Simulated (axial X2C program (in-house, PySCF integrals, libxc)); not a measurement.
CaCr: cheaper levels and CCSD(T), with spin–orbit coupling

Calculated with an axial X2C code built on PySCF integrals. Two-component (2c) means X2C with spin–orbit coupling and atomic mean-field two-electron Coulomb and Gaunt terms. Basis: Cr dyall-cv3z [9s10p6d3f2g], Ca dyall-cv3z [11s12p6d4f] (cores contracted in-house); Gaussian nuclei, density fitting, unrestricted open shells. Masses: Cr 51.941 u, Ca 39.963 u.

State: Ω = 3 (⟨Sz⟩ = 3.00, ⟨Lz⟩ = 0.00 at HF); fragments Cr + Ca.

| level | Re (Å) | ωe (cm⁻¹) | De (eV) |
| --- | --- | --- | --- |
| PBE0 | 3.174 | 129.6 | 0.491 |
| MP2 | 3.305 | 115.7 | 0.223 |
| CCSD | 3.279 | 117.4 | 0.318 |
| PBE50 | 3.282 | 118.0 | 0.387 |

Correlated methods: 8 electrons correlated (number of frozen shells: Cr 3 s, 2 p; Ca 3 s, 2 p), 316 virtual spin orbitals or spinors in MP2, 90 natural virtuals in coupled cluster.

CCSD(T), same Hamiltonian and basis:

Re = 3.217 Å, ωe = 127.5 cm⁻¹, De = 0.40 eV; T1 = 0.039 (Lee–Taylor normalisation).

Give the differences from CCSD(T) in the columns below.



| level | ΔRe (Å) | Δωe (cm⁻¹) | ΔDe (eV) |
| --- | --- | --- | --- |
| PBE0 | -0.043 | 2.1 | 0.09 |
| MP2 | 0.088 | -11.8 | -0.18 |
| CCSD | 0.062 | -10.1 | -0.08 |
| PBE50 | 0.065 | -9.5 | -0.01 |

The state is one determinant whose occupation by symmetry is held fixed; it was picked as the lowest of a PBE0 search that is not exhaustive. Dissociation energies refer to the lowest single-determinant-based atoms at the same level and basis. Density functionals use the spin component along the axis (collinear). Coupled cluster ran in a truncated set of natural virtual spinors; the MP2 energy of the rest was added. (T) has no such correction and the atoms are truncated less, which lowers De at CCSD(T) by a hundredth of an eV or more. PBE0 can misorder states that lie within some tenths of an eV, so this need not be the ground state of the molecule. The nearest other 2c determinant of the search, Ω = 2, lies 0.48 eV up at the distance of the search. With several unpaired electrons one determinant need not be a pure state. The outer-core s and p shells of the metal are frozen in the correlated rows, which leaves out core–valence correlation; for alkali and alkaline-earth bonds that tends to lengthen them. Open-shell Ω = 0 determinants with evenly filled partner blocks cannot be reached by this program, so the Ω shown need not be the lowest component. The determinant is spin-polarised beyond a pure state at some levels (its spin-free form has ⟨S²⟩ too high), which makes Re and μ there less reliable.
